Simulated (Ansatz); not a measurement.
`C[S][Zr]([Cl])([S]C)[S]C`, 17 atoms. Total charge 0; spin multiplicity 1. Correlated methods include outer-core shells of Zr, which these sets cover unevenly. Zr: def2 effective core potential. Hardware: A = 4 threads of an AMD EPYC 7R13 on a shared host and a share of an NVIDIA H100 80 GB; B = 4 threads of an AMD EPYC 7R13 on a shared host. Correlated methods freeze the cores.

(1) How many basis functions does each run have, and how long does it take in Ansatz? direct RPA on PBE orbitals/def2-TZVPP energy [A]; RKS ωB97M-V/def2-SVP energy [B]; RKS ωB97M-V/def2-TZVPP energy and forces [A]; RKS BHLYP-D4/def2-TZVPP energy [A]; RHF-MP2/def2-QZVPP energy [A]; RKS ωB97M-V/def2-QZVPP energy [A]; RKS PBE0-D4/def2-SVP energy [B]; RKS B97M-V/def2-TZVPP energy [A]; RKS PBE0-D4/def2-QZVPP energy [A]; RKS PBE0-D4/def2-TZVP relaxation (32 steps) [A]; RHF-CCSD(T)/def2-TZVPP energy [A]; RHF-CCSD(T)/def2-SVP energy [A]. (Estimate.)

Results:

(1) Ansatz gave: Other jobs shared the machine, so times are rough.

```
                                level                        job  functions  wall time  peak host memory (GiB)
              RKS BHLYP-D4/def2-TZVPP                 energy [A]        443      2.8 s                     1.1
direct RPA on PBE orbitals/def2-TZVPP                 energy [A]        443      3.4 s                     2.1
               RKS PBE0-D4/def2-QZVPP                 energy [A]        802      3.7 s                     1.4
                RKS B97M-V/def2-TZVPP                 energy [A]        443      3.9 s                     1.1
               RKS ωB97M-V/def2-QZVPP                 energy [A]        802        5 s                     1.6
                 RHF-CCSD(T)/def2-SVP                 energy [A]        190      6.5 s                     1.1
                 RKS PBE0-D4/def2-SVP                 energy [B]        190        7 s                     1.1
               RKS ωB97M-V/def2-TZVPP      energy and forces [A]        443      7.5 s                     1.3
                   RHF-MP2/def2-QZVPP                 energy [A]        802        8 s                     1.4
                 RKS ωB97M-V/def2-SVP                 energy [B]        190       15 s                     1.1
               RHF-CCSD(T)/def2-TZVPP                 energy [A]        443       57 s                     1.1
                RKS PBE0-D4/def2-TZVP  relaxation (32 steps) [A]        335       80 s                     1.1
```
